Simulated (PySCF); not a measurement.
C6, SMILES c1c#cc#cc#1. Heavy atoms are numbered as in [c:1]1[c:2]#[c:3][c:4]#[c:5][c:6]#1.

Coordinates come from a r2SCAN-D4/def2-SVP optimisation. The geometry has at least one imaginary mode, so it is a saddle point at that level.

Method: PBE0/pcSseg-1 run with PySCF.

GIAO shieldings, no solvent; atoms alike by connectivity are averaged. δ = σ(ref) − σ: ¹³C against TMS (σ = 186.3 ppm), references at their B3LYP-D3(BJ)/def2-TZVP geometries, non-relativistic.

Computed chemical shifts:
```tsv
nucleus	atoms	count	δ (ppm)
¹³C	C1	6	206.4
```
